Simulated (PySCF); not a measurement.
## V (vanadium, neutral) across methods

[Ar] 3d3 4s1 4p1, one real determinant (an excited configuration). Calculation: PySCF 2.14, in x2c-TZVPPall with one added diffuse shell each of s, p, d, f type (7s6p5d3f1g, 80 functions); scalar relativity by spin-free X2C-1e.

```json
{"method": "PBE", "E (hartree)": "-948.860", "mean ε 3d α (eV)": "-7.469", "mean ε 4s α (eV)": "-5.956", "mean ε 4p α (eV)": "-2.484", "Σ⟨r²⟩ (bohr²)": "51.24", "⟨S²⟩": "8.750"}
{"method": "r2SCAN", "E (hartree)": "-949.069", "mean ε 3d α (eV)": "-7.593", "mean ε 4s α (eV)": "-6.031", "mean ε 4p α (eV)": "-2.496", "Σ⟨r²⟩ (bohr²)": "50.41", "⟨S²⟩": "8.751"}
{"method": "LDA", "E (hartree)": "-946.872", "mean ε 3d α (eV)": "-7.509", "mean ε 4s α (eV)": "-6.126", "mean ε 4p α (eV)": "-2.493", "Σ⟨r²⟩ (bohr²)": "51.03", "⟨S²⟩": "8.750"}
{"method": "PBE0", "E (hartree)": "-948.894", "mean ε 3d α (eV)": "-9.214", "mean ε 4s α (eV)": "-6.705", "mean ε 4p α (eV)": "-3.098", "Σ⟨r²⟩ (bohr²)": "50.87", "⟨S²⟩": "8.751"}
{"method": "UHF", "E (hartree)": "-948.09580", "mean ε 3d α (eV)": "-14.755", "mean ε 4s α (eV)": "-8.797", "mean ε 4p α (eV)": "-4.895", "Σ⟨r²⟩ (bohr²)": "51.80", "⟨S²⟩": "8.752"}
{"method": "MN15", "E (hartree)": "-949.478", "mean ε 3d α (eV)": "-9.966", "mean ε 4s α (eV)": "-7.081", "mean ε 4p α (eV)": "-3.199", "Σ⟨r²⟩ (bohr²)": "52.60", "⟨S²⟩": "8.750"}
```

Problem. Estimate the same row for LC-wPBE.

Solution. E (hartree) = -948.928; mean ε 3d α (eV) = -11.473; mean ε 4s α (eV) = -9.111; mean ε 4p α (eV) = -5.024; Σ⟨r²⟩ (bohr²) = 49.48; ⟨S²⟩ = 8.750.

⟨L²⟩ = 14.00 against 20 for a pure G term, so this real determinant mixes terms.
